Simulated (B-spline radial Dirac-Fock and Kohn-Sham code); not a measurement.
Model: a relativistic central-field model (Hartree-Slater potential of the initial state, Latter tail, multipole expansion of the photon field, Dirac-Fock thresholds). Program: a radial finite-basis atomic code. Kinetic energies are from the vacuum level. Open shells are spread statistically over j, without multiplet splitting. Without correlation, outer binding energies are uncertain by a few eV, most for open f shells.

Question: A free atom or ion in its tabulated ground configuration is ionised with 4090 eV photons and gives these photoelectron lines. Identify it and assign the lines.

```
kinetic energy (eV)  relative cross section
             1108.1                    21.7
             1362.7                    31.4
             1675.6                    66.4
             2097.5                    72.6
             2164.1                   100.0
             3416.4                     6.5
             3523.0                     8.0
             3596.1                    15.5
             3771.2                    12.0
             3784.7                    16.5
             3962.0                     1.3
             3996.9                     1.3
             4006.8                     2.3
             4008.1                     2.4
             4009.2                     2.9
             4051.4                    0.43
             4052.4                    0.57
```

Answer: Re³⁺, [Xe] 4f14 5d4. Binding energies are hν less the kinetic energy: 3s 2981.9 eV, 3p1/2 2727.3 eV, 3p3/2 2414.4 eV, 3d3/2 1992.5 eV, 3d5/2 1925.9 eV, 4s 673.6 eV, 4p1/2 567.0 eV, 4p3/2 493.9 eV, 4d3/2 318.8 eV, 4d5/2 305.3 eV, 5s 128.0 eV, 5p1/2 93.08 eV, 4f5/2 83.21 eV, 5p3/2 81.87 eV, 4f7/2 80.82 eV, 5d3/2 38.62 eV, 5d5/2 37.62 eV.

Question: A free atom or ion in its tabulated ground configuration is ionised with 2830 eV photons and gives these photoelectron lines. Identify it and assign the lines.

```csv
kinetic energy (eV),relative cross section
1781.6,70.1
1922.3,52.6
1939.4,100.0
2679.6,10.5
2723.7,5.9
2725.9,11.2
2795.3,0.63
2795.6,0.91
```

Answer: Ni²⁺, [Ar] 3d8. Binding energies are hν less the kinetic energy: 2s 1048.4 eV, 2p1/2 907.7 eV, 2p3/2 890.6 eV, 3s 150.4 eV, 3p1/2 106.3 eV, 3p3/2 104.1 eV, 3d3/2 34.67 eV, 3d5/2 34.39 eV.

Question: A free atom or ion in its tabulated ground configuration is ionised with 4630 eV photons and gives these photoelectron lines. Identify it and assign the lines.

| kinetic energy (eV) | relative cross section |
| --- | --- |
| 28.36 | 100.0 |
| 3511.1 | 7.0 |
| 3652.5 | 7.6 |
| 3709.2 | 13.9 |
| 3955.6 | 5.3 |
| 3967.1 | 7.4 |
| 4391.2 | 1.6 |
| 4442.5 | 1.5 |
| 4453.5 | 2.6 |
| 4537.4 | 0.81 |
| 4539.1 | 1.1 |
| 4590.3 | 0.067 |
| 4591.7 | 0.12 |

Answer: I³⁺, [Kr] 4d10 5s2 5p2. Binding energies are hν less the kinetic energy: 2p3/2 4601.6 eV, 3s 1118.9 eV, 3p1/2 977.5 eV, 3p3/2 920.8 eV, 3d3/2 674.4 eV, 3d5/2 662.9 eV, 4s 238.8 eV, 4p1/2 187.5 eV, 4p3/2 176.5 eV, 4d3/2 92.60 eV, 4d5/2 90.90 eV, 5p1/2 39.67 eV, 5p3/2 38.26 eV.

Question: A free atom or ion in its tabulated ground configuration is ionised with 6000 eV photons and gives these photoelectron lines. Identify it and assign the lines.

```tsv
kinetic energy (eV)	relative cross section
2402.9	30.1
2688.3	43.1
3119.5	85.5
3585.9	74.5
3676.7	100.0
5163.7	8.9
5286.3	10.9
5391.0	20.3
5591.3	13.9
5610.8	18.5
5846.6	1.9
5870.8	2.4
5874.9	3.0
5888.3	2.0
5906.4	3.5
5965.1	1.5
5967.0	1.9
```

Answer: Hg²⁺, [Xe] 4f14 5d10. Binding energies are hν less the kinetic energy: 3s 3597.1 eV, 3p1/2 3311.7 eV, 3p3/2 2880.5 eV, 3d3/2 2414.1 eV, 3d5/2 2323.3 eV, 4s 836.3 eV, 4p1/2 713.7 eV, 4p3/2 609.0 eV, 4d3/2 408.7 eV, 4d5/2 389.2 eV, 5s 153.4 eV, 4f5/2 129.2 eV, 4f7/2 125.1 eV, 5p1/2 111.7 eV, 5p3/2 93.58 eV, 5d3/2 34.86 eV, 5d5/2 32.98 eV.

Values without a named source are computed, but for edge energies of neutral atoms, which are taken from tables.
